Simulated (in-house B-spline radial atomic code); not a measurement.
S¹³⁺. Computed with a B-spline radial atomic code. Model: all-electron spherical atom, spin shells full or empty, radial basis limit, no spin-orbit coupling: exact exchange with a local potential (Slater, KLI or optimised effective potential, whose far tail is KLI's), no correlation.

Empty minority-spin level lies below the highest occupied level: each spin potential is zero at infinity, spin occupations fixed.

The run also made RPA and GW results, which its time includes.

The Slater potential averages the orbital exchange potentials with the orbital densities as weights, KLI adds orbital constants, and the optimised effective potential minimises the exact-exchange energy among local potentials. So their energies lie above Hartree-Fock in the order OEP, KLI, Slater. All fall off as −1/r, unlike LDA and GGA exchange.

Command:
```bash
python run_gw.py task.json out
```
Settings (lengths in bohr, energies in hartree):
```
Z                      16
electrons              3
configuration          [He] 2s1
hamiltonian            nr
method                 slater
lmax                   9
spin_polarised         True
box_radius             5.53
intervals              61
ion_configuration      1s2
```

Cost of the run: 2.4 s on 1 thread of Arm Neoverse N1 (shared host).

Given: hamiltonian non-relativistic; mean-field start Slater potential.

Computed: energy above Hartree-Fock 5.928 millihartree; virial ratio -E/T less 1 -0.004119.

| radius (bohr) | r times exchange potential up (hartree bohr) | r times exchange potential down (hartree bohr) |
| --- | --- | --- |
| 0.00313 | -0.05118 | -0.048945 |
| 0.00367 | -0.059973 | -0.057356 |
| 0.00431 | -0.070373 | -0.067306 |
| 0.00507 | -0.082688 | -0.079088 |
| 0.00596 | -0.097056 | -0.092839 |
| 0.007 | -0.11376 | -0.10883 |
| 0.00822 | -0.13321 | -0.12746 |
| 0.00966 | -0.15597 | -0.14926 |
| 0.0113 | ? | ? |
| 0.0133 | -0.21231 | -0.20331 |
| 0.0157 | -0.24839 | -0.23798 |
| 0.0184 | -0.28785 | -0.27594 |
| 0.0216 | -0.33296 | -0.31944 |
| 0.0254 | -0.38404 | -0.36882 |
| 0.0299 | -0.44095 | -0.424 |
| 0.0351 | -0.50175 | -0.48321 |
| 0.0412 | ? | ? |
| 0.0484 | -0.63386 | -0.61292 |
| 0.0569 | -0.70204 | -0.68053 |
| 0.0668 | -0.76757 | -0.74605 |
| 0.0785 | -0.82866 | -0.80773 |
| 0.0923 | -0.88203 | -0.86264 |
| 0.108 | -0.92253 | -0.90713 |
| 0.127 | -0.94543 | -0.94276 |
| 0.15 | -0.93089 | -0.96853 |
| 0.176 | -0.85584 | -0.98419 |
| 0.207 | -0.74805 | -0.99315 |
| 0.243 | -0.7103 | -0.99744 |
| 0.285 | -0.75171 | -0.9992 |
| 0.335 | -0.82197 | -0.9998 |
| 0.394 | -0.88875 | -0.99996 |
| 0.463 | -0.9394 | -0.99999 |
| 0.543 | -0.97167 | -1 |
| 0.639 | -0.98928 | -1 |
| 0.75 | -0.99673 | -1 |
| 0.881 | -0.99924 | -1 |
| 1.04 | -0.99988 | -1 |

Question: What belongs in the row 0.0113?

Answer: r times exchange potential up (hartree bohr): -0.18158; r times exchange potential down (hartree bohr): -0.17381.

Question: What belongs in the row 0.0412?

Answer: r times exchange potential up (hartree bohr): -0.56641; r times exchange potential down (hartree bohr): -0.54651.

| occupied | level (hartree) | Hartree-Fock level (hartree) |
| --- | --- | --- |
| 1s up | -115.15 | -115.39 |
| 1s down | -115.03 | -115.08 |
| 2s up | -26.086 | -25.882 |

```csv
empty,level (hartree)
2s down,-26.458
2p down,-25.807
2p up,-25.292
3s down,?
3s up,-11.342
3p down,-11.203
3p up,-11.123
3d down,?
3d up,-10.903
4s down,-6.3419
4s up,-6.3133
4p down,-6.2519
4p up,-6.223
4d down,-6.1684
```

Question: What belongs in the row 3s down?

Answer: level (hartree): -11.417.

Question: What belongs in the row 3d down?

Answer: level (hartree): -10.983.

The highest level, 2s up, differs from Hartree-Fock by -5.6 eV and the deepest, 1s up, by +6.46 eV: the Slater potential lacks the response part and is deeper than the optimised one throughout, so the top level comes too deep.
